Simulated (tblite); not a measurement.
Species: C₆H₉AsO.
SMILES with atom numbers: `[CH2:1]=[CH:2][C@@H:3]1[AsH:4][CH2:5][CH2:6][C:7]1=[O:8]` (hydrogens: H9, H10 on C1; H11 on C2; H12 on C3; H13 on As4; H14, H15 on C5; H16, H17 on C6)

Computed with GFN2-xTB (tblite), gas phase: L-BFGS steps from a force-field or distance-geometry start until the largest atomic force falls under 0.01 eV/Å.

Step 123: E = -648.1474 eV
```
atom  x, y, z in Å  |  force x, y, z in eV/Å
C1     -2.4002    1.4884    0.2989    0.010  -0.024  -0.024
C2     -1.1753    0.9943    0.2278    0.012   0.014  -0.008
C3     -0.8584   -0.3972   -0.1957    0.011   0.003   0.006
As4    -0.0259   -1.3963    1.3361   -0.009   0.005   0.001
C5      1.6739   -0.4623    0.8615   -0.015  -0.006  -0.002
C6      1.6115   -0.0940   -0.6218   -0.007   0.016  -0.006
C7      0.2571   -0.4693   -1.2024   -0.004   0.006   0.016
O8      0.1081   -0.8621   -2.3308   -0.006   0.020   0.009
H9     -2.5891    2.5016    0.6128    0.019  -0.029  -0.010
H10    -3.2633    0.8993    0.0329    0.002   0.004   0.016
H11    -0.3259    1.6185    0.4812    0.001  -0.006   0.025
H12    -1.7532   -0.8921   -0.5821    0.013  -0.007  -0.004
H13     0.2929   -2.6028    0.4811   -0.024  -0.003   0.003
H14     2.5309   -1.1013    1.0800    0.010  -0.020   0.006
H15     1.7714    0.4247    1.4934   -0.009   0.022   0.009
H16     2.3746   -0.6140   -1.2029    0.009  -0.006   0.000
H17     1.7640    0.9766   -0.7797   -0.011   0.011  -0.038
```

Step 124: E = -648.1477 eV
```
atom  x, y, z in Å  |  force x, y, z in eV/Å
C1     -2.4008    1.4883    0.2941    0.017  -0.006  -0.019
C2     -1.1760    0.9935    0.2330    0.013  -0.001  -0.009
C3     -0.8586   -0.3978   -0.1898    0.021  -0.010  -0.005
As4    -0.0223   -1.3987    1.3377   -0.006   0.013   0.012
C5      1.6755   -0.4625    0.8610   -0.003   0.000   0.003
C6      1.6110   -0.0958   -0.6224    0.005   0.003  -0.001
C7      0.2541   -0.4650   -1.2003    0.011   0.003   0.009
O8      0.1027   -0.8492   -2.3311   -0.023   0.017   0.005
H9     -2.5925    2.5012    0.6056    0.022  -0.010   0.000
H10    -3.2615    0.9008    0.0213   -0.022  -0.018   0.006
H11    -0.3272    1.6153    0.4936    0.002   0.001   0.024
H12    -1.7521   -0.8950   -0.5760    0.004   0.003  -0.003
H13     0.2938   -2.6024    0.4794   -0.019  -0.012  -0.002
H14     2.5361   -1.0972    1.0794   -0.001  -0.025   0.005
H15     1.7717    0.4258    1.4916   -0.016   0.022   0.011
H16     2.3695   -0.6225   -1.2041    0.004   0.005   0.003
H17     1.7697    0.9734   -0.7827   -0.009   0.016  -0.040
```

Step 125: E = -648.1480 eV
```
atom  x, y, z in Å  |  force x, y, z in eV/Å
C1     -2.4016    1.4880    0.2872   -0.024  -0.004  -0.023
C2     -1.1768    0.9927    0.2398    0.025  -0.012  -0.007
C3     -0.8579   -0.3980   -0.1832    0.025  -0.018  -0.011
As4    -0.0178   -1.3996    1.3406    0.000   0.014   0.019
C5      1.6789   -0.4632    0.8597    0.005   0.000   0.004
C6      1.6110   -0.0972   -0.6237    0.004  -0.006   0.005
C7      0.2514   -0.4614   -1.1977    0.020   0.004   0.013
O8      0.0958   -0.8393   -2.3299   -0.030   0.013  -0.007
H9     -2.5962    2.5002    0.5984    0.020   0.001   0.006
H10    -3.2615    0.9030    0.0025    0.014  -0.006   0.012
H11    -0.3293    1.6117    0.5131   -0.013  -0.003   0.016
H12    -1.7507   -0.8964   -0.5692   -0.005   0.005  -0.002
H13     0.2924   -2.6022    0.4794   -0.013  -0.015  -0.002
H14     2.5422   -1.0956    1.0764   -0.016  -0.023   0.007
H15     1.7750    0.4263    1.4885   -0.017   0.017   0.015
H16     2.3651   -0.6280   -1.2070    0.008   0.009  -0.001
H17     1.7730    0.9711   -0.7846   -0.004   0.024  -0.044
```

Step 126: E = -648.1483 eV
```
atom  x, y, z in Å  |  force x, y, z in eV/Å
C1     -2.4005    1.4856    0.2876   -0.049   0.028  -0.006
C2     -1.1758    0.9923    0.2420    0.044  -0.045  -0.018
C3     -0.8566   -0.3981   -0.1820    0.020  -0.021  -0.010
As4    -0.0178   -1.4003    1.3405    0.008   0.006   0.021
C5      1.6774   -0.4610    0.8605    0.013   0.008   0.002
C6      1.6125   -0.1017   -0.6245    0.007  -0.004   0.005
C7      0.2510   -0.4575   -1.1982    0.021   0.003   0.003
O8      0.0922   -0.8249   -2.3334   -0.030   0.010  -0.010
H9     -2.5975    2.4969    0.5987    0.020   0.018   0.012
H10    -3.2586    0.8994    0.0042   -0.017  -0.026  -0.005
H11    -0.3297    1.6107    0.5168    0.011   0.014   0.018
H12    -1.7492   -0.8965   -0.5689   -0.007   0.010  -0.001
H13     0.2897   -2.6017    0.4761   -0.004  -0.015   0.004
H14     2.5444   -1.0866    1.0828   -0.026  -0.019   0.009
H15     1.7660    0.4332    1.4845   -0.015   0.006   0.018
H16     2.3623   -0.6423   -1.2048    0.006   0.014   0.000
H17     1.7833    0.9646   -0.7917   -0.001   0.014  -0.042
```

**Question.** Estimate the geometry and energy of step 127. (The exact step hangs on the optimiser's Hessian estimate; all steps are aligned on step 126, rigid shifts and turns removed.)

**Answer.** E = -648.1487 eV, largest force 0.042 eV/Å
```
atom  x, y, z in Å  |  force x, y, z in eV/Å
C1     -2.4008    1.4845    0.2826   -0.003   0.020   0.014
C2     -1.1757    0.9899    0.2493    0.016  -0.026  -0.017
C3     -0.8553   -0.3994   -0.1773    0.009  -0.018  -0.005
As4    -0.0142   -1.4025    1.3419    0.015  -0.005   0.015
C5      1.6776   -0.4580    0.8606    0.011   0.017   0.001
C6      1.6141   -0.1075   -0.6264    0.003  -0.006  -0.005
C7      0.2490   -0.4525   -1.1977    0.008   0.002  -0.017
O8      0.0828   -0.8057   -2.3366   -0.017   0.015   0.005
H9     -2.5997    2.4944    0.5963    0.016   0.026   0.013
H10    -3.2567    0.8994   -0.0084   -0.021  -0.029  -0.017
H11    -0.3312    1.6062    0.5366   -0.007   0.005   0.003
H12    -1.7489   -0.8964   -0.5646    0.003   0.011   0.001
H13     0.2923   -2.6019    0.4731    0.000  -0.009   0.012
H14     2.5483   -1.0764    1.0881   -0.027  -0.015   0.015
H15     1.7578    0.4417    1.4784   -0.011  -0.010   0.019
H16     2.3572   -0.6597   -1.2045    0.007   0.013   0.003
H17     1.7964    0.9558   -0.8013   -0.002   0.012  -0.040
```

The energy changes by -0.0004 eV. The first-order estimate −F·Δx gives -0.0006 eV and the mean of the old and new forces, exact on a quadratic surface, -0.0004 eV. The step makes an angle of 85° with the force vector and moves no atom by more than 0.022 Å.

The cost below is that of the whole relaxation. On one thread, Arm Neoverse N1 (aarch64), shared host, this took 1.7 s.
